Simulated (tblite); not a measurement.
Species: C4H7F2NSi.
Numbering: `[F:1][CH:2]([F:3])/[CH:4]=[C:5]1/[CH2:6][NH:7][SiH2:8]1` (hydrogens: H9 on C2; H10 on C4; H11, H12 on C6; H13 on N7; H14, H15 on Si8)

Computed with GFN2-xTB (tblite), gas phase: L-BFGS steps from a force-field or distance-geometry start until the largest atomic force falls under 0.01 eV/Å.

Step 8: E = -713.2616 eV
```
atom  x, y, z in Å  |  force x, y, z in eV/Å
F1      2.0707    1.1627    0.7103    0.001   0.085   0.032
C2      2.3231    0.0804   -0.0621    0.008  -0.041  -0.012
F3      3.0258   -0.7848    0.7269    0.001   0.020  -0.009
C4      1.0807   -0.5702   -0.5777    0.064  -0.061   0.037
C5     -0.1283   -0.0871   -0.3647   -0.231   0.020   0.139
C6     -1.4679   -0.7179   -0.6499    0.146  -0.039  -0.029
N7     -2.2450   -0.0549    0.4108   -0.103  -0.119   0.005
Si8    -1.0512    1.1775    0.7294    0.381   0.104  -0.001
H9      2.9999    0.3952   -0.8714    0.110   0.050  -0.035
H10     1.2991   -1.4902   -1.1151   -0.171   0.102   0.014
H11    -1.4984   -1.8064   -0.5771    0.019   0.050  -0.226
H12    -1.8427   -0.3586   -1.6123   -0.058  -0.325  -0.067
H13    -2.5385   -0.6954    1.1311   -0.220   0.125  -0.039
H14    -0.7105    1.3544    2.1241    0.113   0.069   0.120
H15    -1.3211    2.4034   -0.0241   -0.060  -0.040   0.070
```

Step 9: E = -713.2728 eV
```
atom  x, y, z in Å  |  force x, y, z in eV/Å
F1      2.0627    1.1623    0.7078    0.058   0.049   0.010
C2      2.3236    0.0795   -0.0645   -0.006   0.017  -0.016
F3      3.0220   -0.7867    0.7262    0.020   0.045  -0.010
C4      1.0821   -0.5689   -0.5813   -0.072  -0.009   0.105
C5     -0.1288   -0.0893   -0.3589   -0.038   0.059  -0.002
C6     -1.4635   -0.7178   -0.6532    0.013  -0.035   0.061
N7     -2.2386   -0.0612    0.4162    0.025   0.068  -0.069
Si8    -1.0422    1.1789    0.7327    0.184  -0.050   0.010
H9      3.0021    0.3972   -0.8742    0.078   0.029   0.031
H10     1.2963   -1.4913   -1.1109   -0.151   0.049  -0.050
H11    -1.4848   -1.8046   -0.5758   -0.011  -0.015  -0.254
H12    -1.8469   -0.3612   -1.6174    0.009  -0.346   0.042
H13    -2.5654   -0.6991    1.1234   -0.172   0.120  -0.043
H14    -0.7014    1.3659    2.1255    0.116   0.055   0.129
H15    -1.3216    2.4045   -0.0177   -0.054  -0.038   0.057
```

Step 10: E = -713.2831 eV
```
atom  x, y, z in Å  |  force x, y, z in eV/Å
F1      2.0575    1.1628    0.7059    0.099   0.015  -0.013
C2      2.3240    0.0793   -0.0665   -0.011   0.064  -0.014
F3      3.0194   -0.7874    0.7255    0.035   0.061  -0.008
C4      1.0820   -0.5679   -0.5820   -0.132   0.033   0.129
C5     -0.1299   -0.0905   -0.3539    0.120   0.071  -0.129
C6     -1.4598   -0.7184   -0.6547   -0.082  -0.038   0.098
N7     -2.2323   -0.0647    0.4192    0.075   0.136  -0.027
Si8    -1.0312    1.1791    0.7358   -0.009  -0.117   0.066
H9      3.0054    0.3994   -0.8759    0.030   0.004   0.085
H10     1.2906   -1.4909   -1.1083   -0.123   0.002  -0.094
H11    -1.4741   -1.8036   -0.5801   -0.026  -0.092  -0.222
H12    -1.8504   -0.3706   -1.6213    0.054  -0.309   0.098
H13    -2.5909   -0.6996    1.1165   -0.102   0.180  -0.119
H14    -0.6915    1.3764    2.1292    0.111   0.034   0.096
H15    -1.3231    2.4046   -0.0113   -0.038  -0.043   0.055
```

Q: Estimate the geometry and energy of step 11. (The exact step hangs on the optimiser's Hessian estimate; all steps are aligned on step 10, rigid shifts and turns removed.)

A: E = -713.2962 eV, largest force 0.331 eV/Å
```
atom  x, y, z in Å  |  force x, y, z in eV/Å
F1      2.0546    1.1646    0.7040    0.124  -0.013  -0.035
C2      2.3241    0.0801   -0.0688   -0.001   0.094   0.004
F3      3.0175   -0.7864    0.7244    0.049   0.064   0.001
C4      1.0806   -0.5670   -0.5798   -0.140   0.064   0.096
C5     -0.1313   -0.0900   -0.3505    0.238   0.060  -0.222
C6     -1.4563   -0.7203   -0.6542   -0.159  -0.054   0.101
N7     -2.2254   -0.0663    0.4217    0.149   0.199  -0.001
Si8    -1.0165    1.1782    0.7411   -0.239  -0.146   0.133
H9      3.0106    0.4023   -0.8760   -0.034  -0.022   0.116
H10     1.2800   -1.4891   -1.1076   -0.077  -0.039  -0.117
H11    -1.4636   -1.8046   -0.5918   -0.024  -0.172  -0.111
H12    -1.8535   -0.3905   -1.6243    0.072  -0.194   0.102
H13    -2.6212   -0.6943    1.1064   -0.046   0.209  -0.163
H14    -0.6778    1.3882    2.1361    0.102   0.001   0.035
H15    -1.3261    2.4031   -0.0028   -0.013  -0.052   0.061
```

The energy changes by -0.0131 eV. The first-order estimate −F·Δx gives -0.0181 eV and the mean of the old and new forces, exact on a quadratic surface, -0.0131 eV. The step makes an angle of 58° with the force vector and moves no atom by more than 0.032 Å.

The cost below is that of the whole relaxation. On an Intel Xeon at 2.50 GHz with one thread, no GPU (shared host), this took 1.8 s of wall time.
